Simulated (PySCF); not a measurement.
Trend along the chalcogens: MGe molecules

CCSD(T) with triple-zeta basis sets in PySCF, for the lowest determinant that a PBE0 search found; no spin–orbit coupling. De refers to high-spin ground-configuration atoms.

| M | basis | reference, frozen orbitals | state (unpaired electrons) | Re (Å) | ωe (cm⁻¹) | De (eV) |
| --- | --- | --- | --- | --- | --- | --- |
| O | def2-TZVPP | RHF, 10 | singlet (closed shell) | 1.636 | 981 | 6.71 |
| S | def2-TZVPP | RHF, 14 | singlet (closed shell) | 2.029 | 575 | 5.53 |
| Se | x2c-TZVPPall | RHF, 18 | singlet (closed shell) | 2.147 | 405 | 5.04 |
| Te | def2-TZVPPD | RHF, 13 | singlet (closed shell) | 2.351 | 325 | 4.37 |

Task: By what factor does the bond length vary along the series?

Result: At CCSD(T) it runs from 1.636 Å (GeO) to 2.351 Å (GeTe), a factor of 1.44.

The rows differ in basis set, which adds steps of its own.

Down a group the atoms grow and get heavier, so bonds lengthen and wavenumbers fall; this series shows no clear exception.

Correlated steps freeze the inner cores (10 to 18 orbitals); shallow outer-core shells are correlated. These are scalar-relativistic numbers at best; spin–orbit coupling would shift them, the dissociation energy most. Where the molecule has an RHF reference, its open-shell atoms are computed with UHF. The CCSD T1 diagnostic is raised in GeO, a sign that a single reference may not be enough there.
